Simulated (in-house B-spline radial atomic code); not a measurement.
# Ionising Ni7+ with different functionals

Computed with an all-electron radial atomic-structure program (B-spline basis): scalar-relativistic (spin-free X2C) Hamiltonian, Fermi nucleus of rms radius 3.7757 fm, spin-polarised at highest spin, spherical fractional occupations for the functionals, the average over the highest-spin determinants for Hartree-Fock. The ionisation energy is the difference of two self-consistent energies, [Ar] 3d3 → [Ar] 3d2, without Breit or QED terms; ε is the level of the shell that loses the electron (its least bound occupied spin orbital).

Hybrids are left out here: with spherical fractional occupations of an open shell their exact exchange keeps a self-interaction that integer-occupation calculations don't have.

```json
{"method": "Hartree-Fock", "rung": "Hartree-Fock", "ΔSCF (eV)": "161.54", "-ε(3d) (eV)": "163.36"}
{"method": "LDA VWN5", "rung": "LDA", "ΔSCF (eV)": "162.91", "-ε(3d) (eV)": "148.41"}
{"method": "LDA PW92", "rung": "LDA", "ΔSCF (eV)": "162.90", "-ε(3d) (eV)": "148.40"}
{"method": "LDA exchange-only", "rung": "LDA", "ΔSCF (eV)": "161.01", "-ε(3d) (eV)": "146.57"}
{"method": "PBE", "rung": "GGA", "ΔSCF (eV)": "162.67", "-ε(3d) (eV)": "148.19"}
{"method": "PBEsol", "rung": "GGA", "ΔSCF (eV)": "162.62", "-ε(3d) (eV)": "148.14"}
{"method": "BLYP", "rung": "GGA", "ΔSCF (eV)": "162.59", "-ε(3d) (eV)": "148.09"}
{"method": "RPBE", "rung": "GGA", "ΔSCF (eV)": "162.61", "-ε(3d) (eV)": "148.13"}
{"method": "PW91", "rung": "GGA", "ΔSCF (eV)": "162.83", "-ε(3d) (eV)": "148.34"}
{"method": "BP86", "rung": "GGA", "ΔSCF (eV)": "162.70", "-ε(3d) (eV)": "148.21"}
{"method": "AM05", "rung": "GGA", "ΔSCF (eV)": "162.67", "-ε(3d) (eV)": "148.18"}
{"method": "OLYP", "rung": "GGA", "ΔSCF (eV)": "163.49", "-ε(3d) (eV)": "149.00"}
{"method": "TPSS", "rung": "meta-GGA", "ΔSCF (eV)": "162.51", "-ε(3d) (eV)": "148.06"}
{"method": "SCAN", "rung": "meta-GGA", "ΔSCF (eV)": "162.90", "-ε(3d) (eV)": "148.62"}
{"method": "r2SCAN", "rung": "meta-GGA", "ΔSCF (eV)": "162.94", "-ε(3d) (eV)": "148.65"}
{"method": "revTPSS", "rung": "meta-GGA", "ΔSCF (eV)": "162.39", "-ε(3d) (eV)": "147.96"}
```

(1) How do they compare with the NIST value?

Answers

(1) NIST lists 162 eV ± 2.1 (tabulated theory, ground level to ground level). Errors run from -0.99 to +1.49 eV; all lie within about twice that uncertainty, so the table can't rank the methods. Hartree-Fock also lacks correlation.
